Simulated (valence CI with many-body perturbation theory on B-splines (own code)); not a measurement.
# Se13+: calculated level list

Computed by relativistic CI+MBPT: three valence electrons over a frozen Dirac-Fock core [Ar], a basis of 7 s, 7 p, 8 d, 6 f, 4 g, 1 h functions for each j, with the one-electron correlation potential Σ1, the two-electron term Σ2, the three-electron term Σ3, Breit, model QED; selected CI, second order for the rest, scaled by the run's own slope (own B-spline code, finite nucleus).

No measured spectrum was set against this ion. As an estimate, terms of the open shell hold to 2 to 4 % of their energy, and close levels can change places. Only levels of the ground parity were solved; by the run's estimate the other parity begins above the list, which can be wrong where configurations are misplaced.

Levels 1 to 19 of 19, with energies above the lowest level, 3d3 4F_3/2. "Leading %" is the weight of the configuration and term that name the level; weights of strongly mixed levels are sums over their largest components and can fall short, so below about 35 % the name and the second component can differ from the true leading terms, or belong to a minority configuration. In the jj column 3d3/2^4 stands for four electrons in 3d with j = 3/2. Lifetimes count E1, E2, E3, M1 and M2 decay at the calculated energies, and are blank where another channel may lead or the interval is too uncertain; long ones can be off by a factor of two.

```csv
No.,Configuration,Term,J,E (cm⁻¹),Leading %,Lifetime,g,Leading jj
1,3d3,4F,3/2,0.0,98,,0.407,3d3/2^3 (46 %)
2,3d3,4F,5/2,3966,99,376 ms,1.029,3d3/2^2 3d5/2 (82 %)
3,3d3,4F,7/2,8638,99,229 ms,1.234,3d3/2 3d5/2^2 (72 %)
4,3d3,4F,9/2,13589,96,311 ms,1.325,3d3/2 3d5/2^2 (51 %)
5,3d3,4P,3/2,38275,78,103 ms,1.618,3d3/2^2 3d5/2 (61 %)
6,3d3,4P,1/2,38726,92,1.40 s,2.502,3d3/2^2 3d5/2 (80 %)
7,3d3,2G,7/2,43437,98,21.6 ms,0.892,3d3/2 3d5/2^2 (51 %)
8,3d3,4P,5/2,45039,98,161 ms,1.591,3d3/2 3d5/2^2 (65 %)
9,3d3,2G,9/2,46217,73,16.9 ms,1.068,3d3/2^2 3d5/2 (71 %)
10,3d3,2D,3/2,53943,55,7.68 ms,1.098,3d3/2 3d5/2^2 (74 %)
11,3d3,2P,1/2,56846,92,26.3 ms,0.831,3d3/2 3d5/2^2 (80 %)
12,3d3,2H,9/2,61428,76,21.3 ms,0.957,3d3/2 3d5/2^2 (49 %)
13,3d3,2H,11/2,61940,100,80.1 ms,1.090,3d3/2 3d5/2^2 (100 %)
14,3d3,2D,5/2,64089,97,9.59 ms,1.204,3d3/2 3d5/2^2 (56 %)
15,3d3,2P,3/2,68188,57,8.72 ms,1.138,3d5/2^3 (85 %)
16,3d3,2F,7/2,93277,99,17.3 ms,1.140,3d3/2 3d5/2^2 (77 %)
17,3d3,2F,5/2,95016,98,24.5 ms,0.862,3d3/2 3d5/2^2 (50 %)
18,3d3,2D,5/2,143900,98,3.04 ms,1.195,3d3/2^2 3d5/2 (45 %)
19,3d3,2D,3/2,145520,100,,0.798,3d3/2 3d5/2^2 (88 %)
```

Names give the largest LS component (configuration and term), which can be under half, so a name can repeat, a term be missing and a line seem to break the LS rules; names also repeat where a configuration has a term twice.

The ionisation energy to 3d2 3F_2 of the next ion comes out as 427.21 eV (NIST: 426 ± 3 eV (theoretical)). All 19 levels together are meant to be complete up to 151360 cm⁻¹.
